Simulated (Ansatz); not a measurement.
A nudged elastic band was laid between two geometries of a periodic cell of 17 atoms, LiSi₁₆ (host Si, host structure diamond, interstitial Li), cell charge +1.

These are results of DFT PBEsol, scalar-relativistic, plane waves, PAW in Ansatz 0.2.0, not measurements. Settings: PAW set soft_1, cutoff 300 eV, k mesh 2x2x2, gaussian smearing 0.02 eV, no spin polarisation.

```
movable images  : 3
climbing image  : yes
spring          : 5.0 eV/Å²
optimiser       : quadratic models (default)
start path      : default
force threshold : 0.05 eV/Å
iteration limit : 50
end points      : relaxed
```

Image 0:

```xyz
17
Lattice="0.0000 5.4300 5.4300 5.4300 0.0000 5.4300 5.4300 5.4300 0.0000" Properties=species:S:1:pos:R:3
Si 0.003 -0.002 -0.001
Si 1.335 1.331 1.332
Si 2.718 2.713 -0.022
Si 4.100 4.096 1.332
Si 2.718 -0.023 2.715
Si 4.100 1.330 4.097
Si 5.454 2.713 2.714
Si 6.781 4.080 4.081
Si -0.019 2.713 2.714
Si 1.336 4.095 4.097
Si 2.718 5.449 2.714
Si 4.084 6.777 4.081
Si 2.718 2.713 5.451
Si 4.084 4.080 6.778
Si 5.432 5.428 5.429
Si 6.781 6.777 6.778
Li 2.718 2.713 2.714
```

Image 4:

```xyz
17
Lattice="0.0000 5.4300 5.4300 5.4300 0.0000 5.4300 5.4300 5.4300 0.0000" Properties=species:S:1:pos:R:3
Si -0.009 0.009 -0.010
Si 1.359 1.334 1.357
Si 2.743 2.686 -0.028
Si 4.095 4.071 1.356
Si 2.725 0.008 2.724
Si 4.072 1.358 4.073
Si 5.422 2.705 2.724
Si 6.789 4.071 4.050
Si -0.024 2.689 2.740
Si 1.358 4.072 4.093
Si 2.740 5.453 2.739
Si 4.076 6.783 4.071
Si 2.724 2.706 5.422
Si 4.053 4.072 6.788
Si 5.407 5.452 5.406
Si 6.788 6.807 6.787
Li 1.366 4.060 1.352
```

Problem. Which bonds break or form, and what moves?

Solution. Contacts lost: Si5–Li17, Si6–Li17, Si7–Li17, Si13–Li17. Contacts made: Si8–Li17, Si14–Li17, Si15–Li17, Si16–Li17. The atom that moves furthest is Li17, by 2.35 Å.

Problem. What energy profile does the band end with?

Solution. The run converged. The highest image is number 2 of 0 to 4, 0.59 eV above the ends, which have the same energy within 2 meV. The order of the stationary point at the top wasn't checked. The plane-wave cutoff is below what these datasets need, so energies and pressures aren't converged. Limits of this set-up: PAW files made for another functional, charged cell in a uniform background, uncorrected.

```csv
image,path coordinate (Å),energy (eV),Si5–Li17 (Å),Si6–Li17 (Å),Si7–Li17 (Å)
0,0.00,0.00,2.74,2.39,2.74
1,0.64,0.25,3.05,2.73,3.05
2,1.28,0.59,3.52,3.35,3.52
3,1.92,0.25,4.03,4.02,4.03
4,2.55,0.00,4.49,4.69,4.49
```

Problem. What is the geometry of the highest image?

Solution. 
```xyz
17
Lattice="0.0000 5.4300 5.4300 5.4300 0.0000 5.4300 5.4300 5.4300 0.0000" Properties=species:S:1:pos:R:3
Si -0.112 0.112 -0.115
Si 1.299 1.289 1.296
Si 2.778 2.652 -0.068
Si 4.141 4.131 1.296
Si 2.680 -0.011 2.677
Si 3.972 1.459 3.969
Si 5.441 2.750 2.677
Si 6.827 4.033 4.062
Si -0.065 2.652 2.775
Si 1.299 4.131 4.138
Si 2.778 5.495 2.775
Si 4.190 6.671 4.186
Si 2.680 2.750 5.438
Si 4.065 4.034 6.824
Si 5.536 5.325 5.533
Si 6.827 6.795 6.824
Li 2.038 3.392 2.035
```

The band took 4 iterations and about 30 core-seconds.

Time of the run: 31 s on 1 thread of Intel(R) Xeon(R) 6975P-C (Granite Rapids), with other jobs on the host, peak memory 0.59 GiB.
